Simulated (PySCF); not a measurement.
Species: C8H10OSi.
Numbering: `[CH:1]1=[CH:2][C@H:3]([c:4]2[cH:5][cH:6][cH:7][o:8]2)[SiH2:9][CH2:10]1`

NICS is the negative of the GIAO shielding at a point without a nucleus: at the ring centre (0) and 1 Å above and below it (1); zz is the component along the ring normal. Level: GIAO PBE0/pcSseg-1 (PySCF, non-relativistic, gas phase) on the PBE0-D3(BJ)/def2-SVP geometry, one conformer.

Ring bond lengths (Å), with Mayer bond orders in brackets: C1–C2 1.340 (1.89), C2–C3 1.509 (1.03), C3–Si9 1.924 (0.82), Si9–C10 1.900 (0.90), C10–C1 1.506 (1.03); C4–C5 1.367 (1.57), C5–C6 1.432 (1.25), C6–C7 1.361 (1.62), C7–O8 1.353 (1.07), O8–C4 1.353 (1.04).

**Question.** Give the NICS values of each ring in ppm.

**Answer.** 
```
            ring                                                      type  NICS(0)  NICS(1), two faces  NICS(1)zz, two faces  rms pucker (Å)  centre to ring atoms, mean (Å)
C1–C2–C3–Si9–C10  5-membered ring with Si; formal bonds 1 double, 4 single     -2.4         -3.3 / -2.7           -3.0 / -1.3            0.03                            1.38
  C4–C5–C6–C7–O8         5-membered ring with O; formal bonds all aromatic    -11.5         -9.8 / -9.9         -24.5 / -25.0            0.00                            1.17
```

**Question.** What do they say, and how far can they be read as aromaticity?

**Answer.** 
- C1–C2–C3–Si9–C10: mean NICS(1)zz -2.1 ppm, near zero. C3, Si9, C10 have four or more neighbours, and the NICS criterion for π rings isn't applied.
- C4–C5–C6–C7–O8: mean NICS(1)zz -24.8 ppm, shielded, aromatic by this magnetic criterion (flat ring, no four-coordinate atom).

**Question.** What does the geometric index give? HOMA = 1 − mean of α(R − Ropt)² over the ring bonds, with Krygowski's 1993 parameters (CC: Ropt 1.388 Å, α 257.7 Å⁻²; CO: Ropt 1.265 Å, α 157.38 Å⁻²).

**Answer.** 
- C4–C5–C6–C7–O8: HOMA 0.35; the largest term is that of C7–O8, α(R − Ropt)² = 1.23.

**Question.** What is the mean of the two in-plane components of NICS at the first NICS(1) probe listed for ring C4–C5–C6–C7–O8, 1 Å off the ring?

**Answer.** The isotropic value is a third of the trace: (3 × -9.8 − (-24.5))/2 = -2.5 ppm.

**Question.** What are the shieldings of the ring atoms and their hydrogens in the same run (means over atoms taken as equivalent)?

**Answer.** 
```json
{"atoms": "C1", "environment": "alkene CH carbon", "σ isotropic (ppm)": "40.8"}
{"atoms": "C2", "environment": "alkene CH carbon", "σ isotropic (ppm)": "43.5"}
{"atoms": "C3", "environment": "sp3 carbon bound to silicon", "σ isotropic (ppm)": "152.5"}
{"atoms": "C4", "environment": "substituted aromatic carbon", "σ isotropic (ppm)": "23.3"}
{"atoms": "C5", "environment": "aromatic CH carbon", "σ isotropic (ppm)": "76.6"}
{"atoms": "C6", "environment": "aromatic CH carbon", "σ isotropic (ppm)": "67.9"}
{"atoms": "C7", "environment": "aromatic CH next to a ring oxygen", "σ isotropic (ppm)": "40.2"}
{"atoms": "O8", "environment": "furan-type oxygen", "σ isotropic (ppm)": "28.8"}
{"atoms": "Si9", "environment": "SiH2 silicon", "σ isotropic (ppm)": "372.9"}
{"atoms": "C10", "environment": "sp3 carbon bound to silicon", "σ isotropic (ppm)": "169.8"}
{"atoms": "H on C1", "environment": "vinylic hydrogen", "σ isotropic (ppm)": "25.01"}
{"atoms": "H on C2", "environment": "vinylic hydrogen", "σ isotropic (ppm)": "25.15"}
{"atoms": "H on C3", "environment": "methine hydrogen", "σ isotropic (ppm)": "27.73"}
{"atoms": "H on C5", "environment": "aromatic hydrogen", "σ isotropic (ppm)": "25.34"}
```

The list is cut; further classes of hydrogen are left out.

**Question.** How do the values depend on the level or the medium?

**Answer.** 
```tsv
level	NICS(0), C1–C2–C3–Si9–C10	mean NICS(1)zz, C1–C2–C3–Si9–C10	NICS(0), C4–C5–C6–C7–O8	mean NICS(1)zz, C4–C5–C6–C7–O8
PBE0/pcSseg-1, gas	-2.4	-2.1	-11.5	-24.8
wB97X-D/pcSseg-1, gas	-2.2	-2.0	-11.2	-24.6
PBE0/pcSseg-1, IEF-PCM chloroform	-2.4	-2.1	-11.3	-24.8
```

The geometry is the same throughout; the continuum's cavity takes Bondi-type radii × 1.2.
